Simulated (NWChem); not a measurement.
System: C4H5FO; SMILES FC=C=COC

The following NWChem deck was run.

```
start job
memory heap 200 mb stack 900 mb global 1100 mb
geometry units angstroms noautosym nocenter noautoz
  C     -1.100966    -1.806908     0.085943
  O      0.273069    -1.895086    -0.200804
  C      0.968359    -0.751823    -0.144396
  C      0.511346     0.447942     0.159861
  C      0.130284     1.653222     0.490302
  F     -0.327770     2.553912    -0.387160
  H     -1.516325    -2.816193    -0.024838
  H     -1.269167    -1.446566     1.115377
  H     -1.607009    -1.115690    -0.610041
  H      2.023110    -0.916738    -0.393669
  H      0.138941     2.054108     1.511010
end
basis spherical
  C library pcsseg-1
  O library pcsseg-1
  F library pcsseg-1
  H library pcsseg-1
end
dft
  xc xpbe96 cpbe96
  iterations 150
end
property
  shielding
  efieldgrad
end
task dft property
```

Parts of the log:

```
             Northwest Computational Chemistry Package (NWChem) 7.3.0
             --------------------------------------------------------

                             Geometry "geometry" -> ""
                             -------------------------

 Output coordinates in angstroms (scale by  1.889725989 to convert to a.u.)

  No.       Tag          Charge          X              Y              Z
 ---- ---------------- ---------- -------------- -------------- --------------
    1 C                    6.0000    -1.10096600    -1.80690800     0.08594300
    2 O                    8.0000     0.27306900    -1.89508600    -0.20080400
    3 C                    6.0000     0.96835900    -0.75182300    -0.14439600
    4 C                    6.0000     0.51134600     0.44794200     0.15986100
    5 C                    6.0000     0.13028400     1.65322200     0.49030200
    6 F                    9.0000    -0.32777000     2.55391200    -0.38716000
    7 H                    1.0000    -1.51632500    -2.81619300    -0.02483800
    8 H                    1.0000    -1.26916700    -1.44656600     1.11537700
    9 H                    1.0000    -1.60700900    -1.11569000    -0.61004100
   10 H                    1.0000     2.02311000    -0.91673800    -0.39366900
   11 H                    1.0000     0.13894100     2.05410800     1.51101000

 Effective nuclear repulsion energy (a.u.)     215.4851015260

  pbe96 is a nonlocal functional; adding pw91lda local functional.
                              NWChem Property Module
                              ----------------------

  itol2e modified to match energy
  convergence criterion.

                                 NWChem DFT Module
                                 -----------------

 Summary of "ao basis" -> "ao basis" (spherical)
 ------------------------------------------------------------------------------
       Tag                 Description            Shells   Functions and Types
 ---------------- ------------------------------  ------  ---------------------
 C                          pcsseg-1                 7       17   3s3p1d
 O                          pcsseg-1                 7       17   3s3p1d
 F                          pcsseg-1                 7       17   3s3p1d
 H                          pcsseg-1                 3        5   2s1p

  itol2e modified to match energy
  convergence criterion.

            General Information
            -------------------
          SCF calculation type: DFT
          Wavefunction type:  closed shell.
          No. of atoms     :    11
          No. of electrons :    46
           Alpha electrons :    23
            Beta electrons :    23
          Charge           :     0
          Spin multiplicity:     1
          Use of symmetry is: off; symmetry adaption is: off
          Maximum number of iterations: 150
          AO basis - number of functions:   127
                     number of shells:    57
          Convergence on energy requested:  1.00D-07
          Convergence on density requested:  1.00D-05
          Convergence on gradient requested:  5.00D-04

              XC Information
              --------------
          PerdewBurkeErnzerhof Exchange Functional  1.000
            Perdew 1991 LDA Correlation Functional  1.000 local
           PerdewBurkeErnz. Correlation Functional  1.000 non-local

             Grid Information
             ----------------
          Grid used for XC integration:  fine
          Radial quadrature: Mura-Knowles
          Angular quadrature: Lebedev.
          Tag              B.-S. Rad. Rad. Pts. Rad. Cut. Ang. Pts.
          ---              ---------- --------- --------- ---------
          C                   0.70       70          13.0       590
          O                   0.60       70          12.0       590
          F                   0.50       70          13.0       590
          H                   0.35       60          13.0       590
          Grid pruning is: on
          Number of quadrature shells:   720
          Spatial weights used:  Erf1

      Superposition of Atomic Density Guess
      -------------------------------------

 Sum of atomic energies:        -327.21980643

      Non-variational initial energy
      ------------------------------

 Total energy =    -330.283520
 1-e energy   =    -873.776413
 2-e energy   =     328.007792
 HOMO         =      -0.283855
 LUMO         =       0.016555

   convergence    iter        energy       DeltaE   RMS-Dens  Diis-err
 ---------------- ----- ----------------- --------- --------- ---------
 d= 0,ls=0.0,diis     1   -329.8981726030 -5.45D+02  1.21D-02  1.21D+00
 d= 0,ls=0.0,diis     2   -329.8112394185  8.69D-02  7.64D-03  2.05D+00
 d= 0,ls=0.0,diis     3   -329.9947894234 -1.84D-01  2.02D-03  1.81D-01
 d= 0,ls=0.0,diis     4   -330.0075523599 -1.28D-02  1.09D-03  2.21D-02
 d= 0,ls=0.0,diis     5   -330.0094014855 -1.85D-03  5.12D-04  8.68D-03
  Resetting Diis
 d= 0,ls=0.0,diis     6   -330.0105290766 -1.13D-03  1.17D-04  3.37D-04
 d= 0,ls=0.0,diis     7   -330.0105652322 -3.62D-05  9.49D-05  4.52D-05
 d= 0,ls=0.0,diis     8   -330.0105381882  2.70D-05  7.41D-05  2.97D-04
 d= 0,ls=0.0,diis     9   -330.0105695822 -3.14D-05  8.87D-06  2.47D-06
 d= 0,ls=0.0,diis    10   -330.0105699109 -3.29D-07  1.92D-06  1.20D-07
 d= 0,ls=0.0,diis    11   -330.0105699248 -1.39D-08  7.17D-07  1.54D-08

         Total DFT energy =     -330.010569924775
      One electron energy =     -877.920957873718
           Coulomb energy =      374.598490497349
    Exchange-Corr. energy =      -42.173204074387
 Nuclear repulsion energy =      215.485101525981

 Numeric. integr. density =       46.000004619655

                       DFT Final Molecular Orbital Analysis
                       ------------------------------------

 Vector   21  Occ=2.000000D+00  E=-3.087669D-01
              MO Center= -6.6D-02, -1.1D+00, -6.1D-02, r^2= 4.2D+00
   Bfn.  Coefficient  Atom+Function         Bfn.  Coefficient  Atom+Function
  ----- ------------  ---------------      ----- ------------  ---------------
    25      0.262890   2 O  py               28      0.255310   2 O  py
    20     -0.187634   2 O  s               103      0.182089   7 H  s
    62      0.156815   4 C  py              108     -0.155657   8 H  s
    37      0.147030   3 C  s                24     -0.144143   2 O  px
     8     -0.142188   1 C  py               22      0.142331   2 O  py

[...]

          -----------------------------------------
          Chemical Shielding Tensors (GIAO, in ppm)
          -----------------------------------------

                                NWChem CPHF Module
                                ------------------

  scftype          =     RHF
  nclosed          =       23
  nopen            =        0
  variables        =     2392
  # of vectors     =        3
  tolerance        = 0.10D-03
  level shift      = 0.00D+00
  max iterations   =       50
  max subspace     =       30

 SCF residual:    6.8688009955101309E-005

Iterative solution of linear equations
  No. of variables     2392
  No. of equations        3
  Maximum subspace       30
        Iterations       50
       Convergence  1.0D-04

   iter   nsub   residual    time
   ----  ------  --------  ---------
     1      3    3.81D-05      70.2

      Atom:    1  C
        Diamagnetic
    257.2092      0.4760     -3.2989
      0.4760    244.9929      0.6224
     -3.2989      0.6224    241.4104

        Paramagnetic
    -85.4775     -1.7581    -10.0532
     -1.7581   -152.0899     -2.9143
    -10.0532     -2.9143   -137.4805

        Total Shielding Tensor
    171.7316     -1.2821    -13.3520
     -1.2821     92.9030     -2.2919
    -13.3520     -2.2919    103.9300

           isotropic =     122.8549
          anisotropy =      77.1299

          Principal Components and Axis System
                 1           2           3
              174.2748    102.0713     92.2185

      1         0.9825      0.1770      0.0585
      2        -0.0102     -0.2619      0.9650
      3        -0.1861      0.9487      0.2555

      Atom:    2  O
        Diamagnetic
    411.5890     11.3627     -5.0053
     11.3627    395.7102      0.7326
     -5.0053      0.7326    377.9017

        Paramagnetic
   -296.5101    -13.9952     59.7582
    -13.9952   -187.4930    -17.0941
     59.7582    -17.0941    -91.4386

        Total Shielding Tensor
    115.0789     -2.6325     54.7529
     -2.6325    208.2172    -16.3615
     54.7529    -16.3615    286.4631

           isotropic =     203.2531
          anisotropy =     152.9937

          Principal Components and Axis System
                 1           2           3
              305.2489    205.4696     99.0407

      1         0.2749      0.0652      0.9593
      2        -0.1671      0.9858     -0.0191
      3         0.9468      0.1550     -0.2819

      Atom:    3  C
        Diamagnetic
    251.8470      2.0036     -3.7512
      2.0036    269.8977      6.5934
     -3.7512      6.5934    235.0672

        Paramagnetic
   -275.1658    -10.6347     26.3998
    -10.6347   -207.2287    -11.6970
     26.3998    -11.6970   -139.3277

        Total Shielding Tensor
    -23.3188     -8.6311     22.6486
     -8.6311     62.6690     -5.1036
     22.6486     -5.1036     95.7396

           isotropic =      45.0299
          anisotropy =      84.0209

          Principal Components and Axis System
                 1           2           3
              101.0439     62.1606    -28.1146

      1         0.1880     -0.0506      0.9809
      2        -0.1709      0.9818      0.0834
      3         0.9672      0.1833     -0.1759

      Atom:    4  C
        Diamagnetic
    256.3920     -9.1867     -2.5969
     -9.1867    283.9612      7.8380
     -2.5969      7.8380    254.3547

        Paramagnetic
   -237.2382     19.0365     -7.5330
     19.0365   -324.6594      8.0443
     -7.5330      8.0443   -237.2924

        Total Shielding Tensor
     19.1538      9.8498    -10.1299
      9.8498    -40.6982     15.8823
    -10.1299     15.8823     17.0623

           isotropic =      -1.4941
          anisotropy =     -68.2628

          Principal Components and Axis System
                 1           2           3
              -47.0026     28.5013     14.0191

      1        -0.1814      0.7023      0.6884
      2         0.9474     -0.0628      0.3137
      3        -0.2636     -0.7091      0.6540

      Atom:    5  C
        Diamagnetic
    238.7810    -10.5572      3.4693
    -10.5572    264.1933     -1.4866
      3.4693     -1.4866    253.7248

        Paramagnetic
   -158.8956     16.9023    -21.6271
     16.9023   -194.1328      3.1532
    -21.6271      3.1532   -279.9006

        Total Shielding Tensor
     79.8854      6.3451    -18.1577
      6.3451     70.0606      1.6665
    -18.1577      1.6665    -26.1759

           isotropic =      41.2567
          anisotropy =      66.0240

          Principal Components and Axis System
                 1           2           3
               85.2727     67.7686    -29.2712

      1         0.9188     -0.3583      0.1656
      2         0.3674      0.9297     -0.0271
      3        -0.1442      0.0857      0.9858

      Atom:    6  F
        Diamagnetic
    474.2804     -4.8336      6.4478
     -4.8336    480.4142    -14.5902
      6.4478    -14.5902    479.2512

        Paramagnetic
   -132.4333     59.4845    -13.6647
     59.4845   -262.1073     -3.5217
    -13.6647     -3.5217   -253.5517

        Total Shielding Tensor
    341.8471     54.6509     -7.2169
     54.6509    218.3069    -18.1118
     -7.2169    -18.1118    225.6995

           isotropic =     261.9512
          anisotropy =     152.8021

          Principal Components and Axis System
                 1           2           3
              363.8192    230.6437    191.3907

      1         0.9279      0.2260     -0.2966
      2         0.3604     -0.3393      0.8689
      3        -0.0957      0.9131      0.3963

      Atom:    7  H
        Diamagnetic
     29.6084      7.2777     -0.1150
      7.2777     35.4637      1.0095
     -0.1150      1.0095     22.4714

        Paramagnetic
      0.2388     -4.1883     -0.4306
     -4.1883     -7.2367     -0.8693
     -0.4306     -0.8693      1.6002

        Total Shielding Tensor
     29.8472      3.0894     -0.5456
      3.0894     28.2270      0.1401
     -0.5456      0.1401     24.0716

           isotropic =      27.3819
          anisotropy =       7.2955

          Principal Components and Axis System
                 1           2           3
               32.2456     25.9475     23.9527

      1         0.7928     -0.5848      0.1718
      2         0.6080      0.7784     -0.1561
      3        -0.0425      0.2282      0.9727

      Atom:    8  H
        Diamagnetic
     26.9935      0.5167     -5.6297
      0.5167     25.4336      3.2268
     -5.6297      3.2268     33.7842

        Paramagnetic
      1.5901     -0.4433      1.8881
     -0.4433      0.2833     -3.0217
      1.8881     -3.0217     -4.8010

        Total Shielding Tensor
     28.5836      0.0734     -3.7416
      0.0734     25.7169      0.2051
     -3.7416      0.2051     28.9831

           isotropic =      27.7612
          anisotropy =       7.1558

          Principal Components and Axis System
                 1           2           3
               32.5317     25.7671     24.9847

      1        -0.6877      0.1962      0.6990
      2         0.0144      0.9663     -0.2570
      3         0.7259      0.1667      0.6673

      Atom:    9  H
        Diamagnetic
     31.4866     -3.1060      5.1708
     -3.1060     28.6965     -4.1690
      5.1708     -4.1690     25.7998

        Paramagnetic
     -0.4227      1.7401     -2.7012
      1.7401     -2.3259      3.5107
     -2.7012      3.5107      0.1435

        Total Shielding Tensor
     31.0639     -1.3660      2.4696
     -1.3660     26.3706     -0.6583
      2.4696     -0.6583     25.9433

           isotropic =      27.7926
          anisotropy =       6.9685

          Principal Components and Axis System
                 1           2           3
               32.4382     26.0020     24.9375

      1         0.8985      0.2577     -0.3553
      2        -0.2420      0.9662      0.0888
      3         0.3662      0.0062      0.9305

      Atom:   10  H
        Diamagnetic
     40.1338     -1.8629     -4.4228
     -1.8629     26.3697      1.3586
     -4.4228      1.3586     21.5556

        Paramagnetic
    -14.4632      2.8323      3.2942
      2.8323     -0.9259     -0.8324
      3.2942     -0.8324     -0.4787

        Total Shielding Tensor
     25.6707      0.9695     -1.1286
      0.9695     25.4438      0.5261
     -1.1286      0.5261     21.0768

           isotropic =      24.0638
          anisotropy =       3.7796

          Principal Components and Axis System
                 1           2           3
               26.5835     24.9094     20.6985

      1         0.7803     -0.5743      0.2476
      2         0.6172      0.7711     -0.1566
      3        -0.1010      0.2750      0.9561

      Atom:   11  H
        Diamagnetic
     20.5609     -1.4083      0.9809
     -1.4083     27.3504      5.6282
      0.9809      5.6282     38.7541

        Paramagnetic
      0.6713      0.2669     -0.2284
      0.2669     -2.1252     -5.8614
     -0.2284     -5.8614    -13.8431

        Total Shielding Tensor
     21.2322     -1.1415      0.7525
     -1.1415     25.2253     -0.2332
      0.7525     -0.2332     24.9110

           isotropic =      23.7895
          anisotropy =       2.9559

          Principal Components and Axis System
                 1           2           3
               25.7601     24.7893     20.8191

      1        -0.2887      0.0186      0.9572
      2         0.8267      0.5091      0.2394
      3        -0.4829      0.8605     -0.1624
```

Level: PBE/pcSseg-1, GIAO. The geometry was optimised at PBE0/def2-SVP. NWChem prints the field gradient with the sign opposite to the second derivative of the potential. The printed shielding anisotropy is the first printed principal value minus the mean of the other two.
